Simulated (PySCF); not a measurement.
Species: Ga(SiH3)3.
Z-matrix (Å and degrees, PBE0-D3(BJ)/def2-SVP geometry), rows numbered from 1:
```
Ga
Si  1  2.4198
H   2  1.4967  1  113.92
H   2  1.4998  1  109.33  3  -120.83
H   2  1.4992  1  110.02  3   121.50
Si  1  2.4216  2  119.65  3     3.61
H   6  1.4990  1  110.26  2   -52.89
H   6  1.4964  1  114.16  2  -174.86
H   6  1.4999  1  108.83  2    64.57
Si  1  2.4204  2  120.58  3  -176.89
H  10  1.4966  1  114.38  2    -2.40
H  10  1.4992  1  109.83  2  -124.10
H  10  1.4998  1  109.02  2   118.57
```

Theory: PySCF, TDDFT PBE0/def2-SVPD, vertical, gas phase, core orbitals frozen in the response. Relativistic effects, spin–orbit coupling among them, are left out although an element past zinc is present.

Problem. What does the calculation give for the low-lying excited states?

Solution. 

```tsv
state	E (eV)	E (kJ/mol)	λ (nm)	f	main configurations (H = HOMO, L = LUMO)
S1	3.41	329	363.6	0.0000	H→L (100%)
S2	3.42	330	362.0	0.0000	H-1→L (100%)
S3	5.98	577	207.3	0.0047	H-2→L (99%)
S4	6.10	589	203.2	0.021	H-3→L (49%), H→L+1 (42%)
S5	6.11	589	203.0	0.0077	H→L+3 (25%), H-4→L (20%), H-1→L+1 (18%)
S6	6.11	590	202.8	0.010	H-4→L (34%), H-1→L+1 (19%), H-1→L+2 (19%)
S7	6.18	596	200.7	0.0006	H-5→L (82%), H-6→L (16%)
S8	6.18	596	200.6	0.0006	H-6→L (80%), H-5→L (14%)
S9	6.20	598	200.1	0.040	H→L+1 (36%), H-3→L (32%), H→L+2 (14%)
S10	6.21	599	199.6	0.052	H-1→L+1 (44%), H-4→L (30%), H-1→L+4 (11%)
S11	6.22	600	199.5	0.0070	H-1→L+3 (35%), H→L+2 (20%), H-7→L (14%)
S12	6.40	617	193.7	0.0042	H→L+4 (54%), H-1→L+2 (11%), H→L+3 (9%)
S13	6.40	618	193.7	0.0083	H-1→L+4 (48%), H→L+2 (11%), H-1→L+2 (9%)
S14	6.42	620	193.1	0.0003	H-7→L (74%), H-1→L+3 (11%), H→L+2 (10%)
```

Triplets, Tamm–Dancoff:

```
state  E (eV)  λ (nm)   main configurations (H = HOMO, L = LUMO)
   T1    2.87   431.3                                  H→L (98%)
   T2    2.89   429.1                                H-1→L (98%)
   T3    5.43   228.4    H→L+1 (44%), H→L+2 (20%), H-1→L+3 (15%)
   T4    5.44   228.1  H-1→L+1 (45%), H→L+3 (20%), H-1→L+2 (12%)
```

The lowest singlet comes at 364 nm (329 kJ/mol) in the ultraviolet; it is dark (f under 0.0005); its leading configuration is HOMO→LUMO (100%). The strongest level in the table is S10 at 6.21 eV (200 nm, f = 0.052). S4/S5/S6, S7/S8, S10/S11 and S12/S13 lie within about 0.01 eV of each other in each set. Löwdin shares by element: HOMO (one of a set within 0.03 eV) silicon 51%, gallium 28% (atoms not listed hold the other 21%); LUMO gallium 52%, silicon 38%. Weighted by f, the mean energy of these states is 6.19 eV. Orbital energies (eV): HOMO-3 -9.74, HOMO-2 -9.64, HOMO-1 -7.30, HOMO -7.29, LUMO -2.59, LUMO+1 -0.16, LUMO+2 0.03. The listed states span 3.01 eV, and the widest gap between neighbours is 2.56 eV (S2 to S3). No computed singlet lies in the visible range (380 to 750 nm); the lowest, at 364 nm, stands 0.15 eV above its violet end (3.26 eV); a Tamm–Dancoff triplet lies at 431 nm, without intensity as long as spin–orbit coupling is left out. Orbitals of the list HOMO-3 to LUMO+2 that lie within 0.01 eV of each other are written together with a slash and their weights summed (≥ marks a lower bound); for degenerate orbitals outside that list single weights are arbitrary. Only the lowest 15 singlets were computed, as vertical energies without vibronic structure. The highest level found (6.75 eV, f 0.653 so far) is left out, since the window may have cut off a degenerate partner.
